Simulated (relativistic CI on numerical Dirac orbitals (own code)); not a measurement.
Radial parameters of Dy7+

These numbers are calculated, not measured: Dirac-Coulomb-Breit CI, orbitals from a KLI potential per configuration, model QED, unscaled Slater integrals (own radial code, finite nucleus).

Slater integrals F^k, G^k are unscaled and averaged over j, outside the closed core [Kr] 4d10; ζ comes from projecting the Hamiltonian with its Breit term on Σ l·s of the shell.

- 4f9 5s2 5p2: F^2(4f,4f) = 129580, F^4(4f,4f) = 81609, F^6(4f,4f) = 58795, ζ(4f) = 1897.3, F^2(5p,5p) = 79313, F^2(4f,5p) = 61449, G^2(4f,5p) = 29726, G^4(4f,5p) = 23802, ζ(5p) = 33252 cm⁻¹; <r>(4f) = 0.749, <r^2>(4f) = 0.694, <r>(5p) = 1.355, <r^2>(5p) = 2.054 (bohr units).
- 4f10 5s2 5d: F^2(4f,4f) = 126140, F^4(4f,4f) = 79288, F^6(4f,4f) = 57079, ζ(4f) = 1765.4, F^2(4f,5d) = 42504, F^4(4f,5d) = 21919, G^1(4f,5d) = 18984, G^3(4f,5d) = 16588, G^5(4f,5d) = 12977, ζ(5d) = 2583 cm⁻¹; <r>(4f) = 0.7661, <r^2>(4f) = 0.7293, <r>(5d) = 1.696, <r^2>(5d) = 3.232 (bohr units).
- 4f11 5s 5p: F^2(4f,4f) = 121800, F^4(4f,4f) = 76361, F^6(4f,4f) = 54912, ζ(4f) = 1678.3, G^3(4f,5s) = 35844, F^2(4f,5p) = 61495, G^2(4f,5p) = 31778, G^4(4f,5p) = 25015, G^1(5s,5p) = 102210, ζ(5p) = 30817 cm⁻¹; <r>(4f) = 0.7883, <r^2>(4f) = 0.7765, <r>(5s) = 1.23, <r^2>(5s) = 1.687, <r>(5p) = 1.376, <r^2>(5p) = 2.12 (bohr units).

Averages of the first 3 configurations, taken without configuration mixing, which lowers the lowest level and can move excited configurations by several eV; other configurations of the list can lie among them:

```
Configuration  Parity  States  Average energy above the lowest level (eV)
  4f9 5s2 5p2     odd   30030                                        18.2
  4f10 5s2 5d    even   10010                                        71.1
   4f11 5s 5p    even    4368                                        77.4
```
